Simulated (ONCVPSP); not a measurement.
# Before and after: ONCV potential for S (Z = 16)

ONCVPSP 4.0.1 input, shortened (lines: element, Z, core and valence counts, functional; n l f; lmax; l rc ep ncon nbas qcut; lloc lpopt rc5 dvloc0; l nproj debl; icmod fcfact rcfact), PBE, scalar-relativistic:

```
  S 16.00    3    2        4      upf
    1    0    2.00
    2    0    2.00
    2    1    6.00
    3    0    2.00
    3    1    4.00
    2
    0    1.20    0.00    4    7    5.90
    1    1.50    0.00    4    8    6.00
    2    1.15    0.15    4    7    8.40
    4    5    1.05    0.00
    0    2    1.80
    1    2    1.70
    2    2    3.50
    0    0.00    0.00
```

All-electron outer shells of the reference configuration (PBE, scalar-relativistic, ld1.x):

```csv
shell,level (eV),outermost node (bohr),outermost maximum (bohr)
2s,-211.71,0.13,0.39
2p,-156.51,–,0.33
3s,-17.26,0.60,1.40
3p,-7.01,0.58,1.61
```

Change: s: rc 1.14.

Cutoffs: the cutoffs (Ha) at which the residual kinetic energy of the hardest occupied pseudo-wave falls to 1 and 0.1 mHa per electron; they do not see the model core or the augmentation charge, which bear on the density cutoff. Errors are all-electron minus pseudo energies relative to the spin-unpolarised reference configuration.

Q: How do hardness, ghosts and transferability respond?

A: The potential gets harder (14 Ha and 79 Ha → 68 Ha and 93 Ha); both files keep a bound ghost (s); the errors of the 4 common tests hardly move. A smaller radius makes the pseudo-wave follow the all-electron one further in, where it bends more sharply, so more plane waves are needed.

| quantity | base | changed |
| --- | --- | --- |
| cutoff, loose | 14 Ha | 68 Ha |
| cutoff, tight | 79 Ha | 93 Ha |
| loose cutoff by channel | s 14 Ha, p 8.3 Ha | s 68 Ha, p 8.3 Ha |
| bound ghosts | s | s |
| GHOST(+) flags under 300 eV | none | none |
| error for 3s2 3p3, meV [ΔE 11.77 eV] | -0.5 | -0.4 |
| error for 3s2 3p2, meV [ΔE 34.05 eV] | +4.2 | +4.6 |
| error for 3s2 3p1, meV [ΔE 68.09 eV] | +31 | +33 |
| error for 3s1 3p4, meV [ΔE 22.65 eV] | -0.6 | -0.8 |
| p: phases at 1.52 bohr within 0.05 rad from the reference energy up to (Ha; the scan ends near 5) | 4.9 | 4.9 |
| d: phases at 1.17 bohr within 0.05 rad from the reference energy up to (Ha; the scan ends near 5) | to the end of the scan | to the end of the scan |

Base: The cutoffs count occupied waves only; projector 2 of the d channel, the hardest unoccupied one, needs 44 Ha at the loose tolerance. A true bound ghost makes a file unfit for plane-wave use even where its test errors are small: the radial tests pick states by their node count and pass the ghost by.
